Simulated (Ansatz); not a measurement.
Pt2H4. Total charge 0; singlet. Geometry B3LYP-D4/def2-TZVP.

```xyz
6

Pt    0.038    1.007   -0.633
Pt   -0.034   -1.018    0.635
H     0.255    2.765   -1.299
H     0.271   -2.671    1.471
H    -0.074    2.386   -1.924
H    -0.456   -2.469    1.750
```

In the def2 sets Pt takes a core potential; there is no spin–orbit coupling. The restricted singlet is unstable towards broken spin symmetry in Hartree–Fock (as tested in another run); at HF/def2-TZVP, PBE-D4/def2-TZVP, r2SCAN-D4/def2-TZVP, PBE0-D4/def2-TZVP and others this wasn't settled. In the singlet, H3 and H5 lie 0.80 Å apart, H4 and H6 lie 0.80 Å apart (atoms count from 1), so H2 has formed as a molecule. Another isomer (singlet) lies 2.63 eV lower at PBE0-D4/def2-TZVP; other spin states weren't run for this one.

Q: Estimate the orbital energies around the gap (eV) in Ansatz with HF/def2-TZVP, PBE-D4/def2-TZVP, r2SCAN-D4/def2-TZVP, PBE0-D4/def2-TZVP, ωB97M-V/def2-TZVP.

A: 
```json
{"orbital": "HOMO−5", "HF/def2-TZVP": "-10.32", "PBE-D4/def2-TZVP": "-6.09", "r2SCAN-D4/def2-TZVP": "-6.25", "PBE0-D4/def2-TZVP": "-7.51", "ωB97M-V/def2-TZVP": "-9.95"}
{"orbital": "HOMO−4", "HF/def2-TZVP": "-10.28", "PBE-D4/def2-TZVP": "-5.91", "r2SCAN-D4/def2-TZVP": "-5.97", "PBE0-D4/def2-TZVP": "-6.99", "ωB97M-V/def2-TZVP": "-9.39"}
{"orbital": "HOMO−3", "HF/def2-TZVP": "-10.27", "PBE-D4/def2-TZVP": "-5.71", "r2SCAN-D4/def2-TZVP": "-5.90", "PBE0-D4/def2-TZVP": "-6.98", "ωB97M-V/def2-TZVP": "-9.38"}
{"orbital": "HOMO−2", "HF/def2-TZVP": "-10.26", "PBE-D4/def2-TZVP": "-5.69", "r2SCAN-D4/def2-TZVP": "-5.89", "PBE0-D4/def2-TZVP": "-6.97", "ωB97M-V/def2-TZVP": "-9.33"}
{"orbital": "HOMO−1", "HF/def2-TZVP": "-10.04", "PBE-D4/def2-TZVP": "-5.56", "r2SCAN-D4/def2-TZVP": "-5.71", "PBE0-D4/def2-TZVP": "-6.96", "ωB97M-V/def2-TZVP": "-9.32"}
{"orbital": "HOMO", "HF/def2-TZVP": "-6.80", "PBE-D4/def2-TZVP": "-5.56", "r2SCAN-D4/def2-TZVP": "-5.70", "PBE0-D4/def2-TZVP": "-6.37", "ωB97M-V/def2-TZVP": "-7.98"}
{"orbital": "LUMO", "HF/def2-TZVP": "-0.63", "PBE-D4/def2-TZVP": "-5.45", "r2SCAN-D4/def2-TZVP": "-5.41", "PBE0-D4/def2-TZVP": "-4.47", "ωB97M-V/def2-TZVP": "-2.35"}
{"orbital": "LUMO+1", "HF/def2-TZVP": "1.54", "PBE-D4/def2-TZVP": "-1.55", "r2SCAN-D4/def2-TZVP": "-1.30", "PBE0-D4/def2-TZVP": "-0.87", "ωB97M-V/def2-TZVP": "0.59"}
{"orbital": "LUMO+2", "HF/def2-TZVP": "1.58", "PBE-D4/def2-TZVP": "-1.53", "r2SCAN-D4/def2-TZVP": "-1.29", "PBE0-D4/def2-TZVP": "-0.85", "ωB97M-V/def2-TZVP": "0.60"}
{"orbital": "LUMO+3", "HF/def2-TZVP": "3.63", "PBE-D4/def2-TZVP": "-0.59", "r2SCAN-D4/def2-TZVP": "-0.25", "PBE0-D4/def2-TZVP": "0.42", "ωB97M-V/def2-TZVP": "2.23"}
{"orbital": "LUMO+4", "HF/def2-TZVP": "3.65", "PBE-D4/def2-TZVP": "0.32", "r2SCAN-D4/def2-TZVP": "0.73", "PBE0-D4/def2-TZVP": "1.10", "ωB97M-V/def2-TZVP": "2.63"}
{"orbital": "LUMO+5", "HF/def2-TZVP": "3.93", "PBE-D4/def2-TZVP": "0.34", "r2SCAN-D4/def2-TZVP": "0.74", "PBE0-D4/def2-TZVP": "1.11", "ωB97M-V/def2-TZVP": "2.64"}
```
